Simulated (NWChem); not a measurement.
# CH2ClFO2Si; SMILES F[Si]1(Cl)OCO1

```xyz
8

F      1.8600    -0.2690     0.0000
Si     0.2817    -0.0181     0.0000
Cl    -0.5825    -1.8436     0.0000
O     -0.2706     1.0995    -1.1039
C     -0.6726     1.9110     0.0000
O     -0.2706     1.0995     1.1039
H     -0.1358     2.8744     0.0000
H     -1.7642     2.0676     0.0000
```
Atoms are numbered in this order, from 1.

Level: PBE0/def2-SVP (NWChem), optimised geometry, unscaled harmonic frequencies. 

Question: List the harmonic frequencies with IR intensities, and the thermochemistry.

Answer: 
| frequency (cm⁻¹) | IR intensity (km/mol) |
|---|---|
| 157 | 0.0 |
| 173 | 0.0 |
| 249 | 8.9 |
| 303 | 15.0 |
| 360 | 28.9 |
| 506 | 24.3 |
| 730 | 224.8 |
| 791 | 22.2 |
| 911 | 109.0 |
| 1006 | 183.7 |
| 1048 | 255.2 |
| 1105 | 120.7 |
| 1149 | 8.6 |
| 1163 | 0.0 |
| 1375 | 13.9 |
| 1536 | 4.0 |
| 3066 | 63.2 |
| 3140 | 25.8 |

The zero-point energy is 26.8 kcal/mol and the thermal correction to the enthalpy at 298.15 K (with zero-point energy) is 31.1 kcal/mol. The heat capacity Cv is 19.5 cal/(mol K) and the entropy at 298.15 K and 1 atm (symmetry number 1) is 78.9 cal/(mol K). The dipole moment is 1.16 D.

Rigid rotor and harmonic oscillator.
